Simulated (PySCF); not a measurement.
Input of a run (PBE0-D3(BJ)/def2-SVP geometry optimisation, gas phase (PySCF 2.14.0)), started from GFN2-xTB:
```
{"job": {"xc": "PBE0", "basis": "def2-SVP", "d3": "d3bj", "grid": 1, "shake": 0.01, "kind": "geom"}, "charge": 0, "multiplicity": 1}
N      2.760500    -0.524550    -0.000110
C      1.669040    -0.085490     0.032360
Si    -0.070240     0.633260     0.071880
N     -1.025720    -0.750140     0.018900
H     -0.118890     1.571180    -1.056800
H     -0.279250     1.294280     1.363950
H     -0.841230    -1.511270    -0.608820
H     -2.039080    -0.646400     0.126180
```

Output (energies in Eh, forces in Eh/bohr):
```
step   0  E = -439.01460493  max force = 0.037662
step   1  E = -439.01716862  max force = 0.007888
step   2  E = -439.01753956  max force = 0.002541
step   3  E = -439.01781492  max force = 0.003664
step   4  E = -439.01791178  max force = 0.003323
step   5  E = -439.01800602  max force = 0.000957
step   6  E = -439.01805198  max force = 0.000782
step   7  E = -439.01810804  max force = 0.001753
step   8  E = -439.01818917  max force = 0.002232
step   9  E = -439.01837803  max force = 0.002585
step  10  E = -439.01778334  max force = 0.005630
step  11  E = -439.01866982  max force = 0.003449
step  12  E = -439.01890619  max force = 0.003367
step  13  E = -439.01968196  max force = 0.004378
step  14  E = -439.02009021  max force = 0.002251
step  15  E = -439.02020474  max force = 0.002242
step  16  E = -439.02030477  max force = 0.001640
step  17  E = -439.02037637  max force = 0.001089
step  18  E = -439.02046110  max force = 0.000827
step  19  E = -439.02047713  max force = 0.000321
step  20  E = -439.02048254  max force = 0.000230
optimisation converged
```

Problem. Summarise the run.

Solution. The energy falls by 15.4 kJ/mol over 21 energy and gradient evaluations, the largest force component goes from 0.0377 to 2.3e-04 Eh/bohr, and the atoms move by 0.455 Å rms after alignment. The bond that changes most is Si3–N4 (SiH2 silicon to silicon-bound nitrogen), which lengthens by 0.032 Å. Bonds longer at the end by more than 0.005 Å: 4 of 7; shorter: 3. Among the angles that change most is C2–Si3–N4, from 102.1° to 113.9°. Among the dihedrals that turn most is H6–Si3–N4–H8, from 59° to -45°. The energy rose by more than 1e-6 Eh at step 10. The first step brought 44 % of the lowering.

Problem. What are the final bond lengths?

Solution. N1≡C2 1.160 Å, C2–Si3 1.877 Å, Si3–N4 1.715 Å, Si3–H5 1.486 Å, Si3–H6 1.486 Å, N4–H7 1.014 Å, N4–H8 1.014 Å. Numbering counts from 1 in the input's order; the species is `N#C[SiH2]N`.

The run used 80 basis functions and 150 SCF cycles in all.

No frequency check. One conformer, not necessarily the lowest.
